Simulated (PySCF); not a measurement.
# Ionisation energy of Mo³⁷⁺ by level of theory

Mo³⁷⁺ [He] 2s2 2p1 [2p1/2^1, M_J = 1/2] → Mo³⁸⁺ [He] 2s2, as a difference of total energies. Calculation: PySCF 2.14, in an uncontracted even-tempered set (17 s from 17 bohr⁻², ratio 2.4; 12 p from 21 bohr⁻², ratio 2.4; 5 d from 71 bohr⁻², ratio 2.6; 4 f from 110 bohr⁻², ratio 2.6); the two-component X2C-1e Hamiltonian. Correlated levels: nothing frozen; the 32 highest virtual spinors dropped. "Screened" scales the spin-orbit matrix elements by Boettger's factors to mimic the two-electron term; Breit and QED terms are absent.

```csv
method,ionisation energy (eV)
GHF (spin-free),5211.9
GMP2 (spin-free),5211.1
GHF (screened spin-orbit),5295.7
GMP2 (screened spin-orbit),5294.4
```

For this ion Breit and QED terms and the two-electron picture change, all absent here, outweigh the correlation shift from GHF to GMP2.

The spin-free rows lack the spin-orbit shift.

For comparison: 5287 ± 4 eV (semi-empirical (NIST evaluation); NIST Atomic Spectra Database, ionization energies).
